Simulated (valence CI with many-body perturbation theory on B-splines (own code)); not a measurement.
**Missing levels of Nb27+**

Method: relativistic CI+MBPT: four valence electrons over a frozen Dirac-Fock core [Ne], a basis of 11 s, 11 p, 9 d, 7 f, 5 g, 2 h, 1 i functions for each j, with the one-electron correlation potential Σ1 (screened to all orders), the two-electron term Σ2, the three-electron term Σ3, Breit, model QED; selected single and double excitations, second order for the rest (own B-spline code, finite nucleus).

No measured spectrum was set against this ion. As an estimate, large intervals hold to a few tenths of a per cent, small ones and those within an open d or f shell to about a per cent.

```tsv
Level	E (eV)
(3s^2 3p1/2^2) J=0	0.00
(3s^2 3p1/2 3p3/2) J=1	17.59
(3s^2 3p1/2 3p3/2) J=2	21.78
(3s^2 3p3/2^2) J=2	?
(3s^2 3p3/2^2) J=0	?
(3s 3p1/2^2 3p3/2) J=2	?
(3s 3p1/2^2 3p3/2) J=1	95.97
(3s 3p1/2 3p3/2^2) J=2	100.81
(3s 3p1/2 3p3/2^2) J=3	106.76
(3s^2 3p1/2 3d3/2) J=2 [a]	?
(3s 3p1/2 3p3/2^2) J=0	116.04
(3s 3p1/2 3p3/2^2) J=1 [a]	118.22
(3s^2 3p1/2 3d3/2) J=2 [b]	125.08
(3s 3p1/2 3p3/2^2) J=1 [b]	130.71
(3s^2 3p1/2 3d5/2) J=3	?
(3s 3p3/2^3) J=2	132.96
(3s^2 3p1/2 3d3/2) J=1	139.37
(3s^2 3p1/2 3d5/2) J=2	139.96
(3s^2 3p3/2 3d5/2) J=4	147.32
(3s 3p3/2^3) J=1	?
```

Levels are named by their leading jj configuration (3d3/2^4 stands for four electrons in 3d with j = 3/2), which in mixed levels can hold well under half, so a name can repeat and another be missing. Letters in brackets count levels of one name in rising energy.

Q: The levels stand in rising order. What does the calculation give for the missing energies?

A: (3s^2 3p3/2^2) J=2 42.59; (3s^2 3p3/2^2) J=0 52.67; (3s 3p1/2^2 3p3/2) J=2 81.26; (3s^2 3p1/2 3d3/2) J=2 [a] 114.78; (3s^2 3p1/2 3d5/2) J=3 131.88; (3s 3p3/2^3) J=1 151.17.
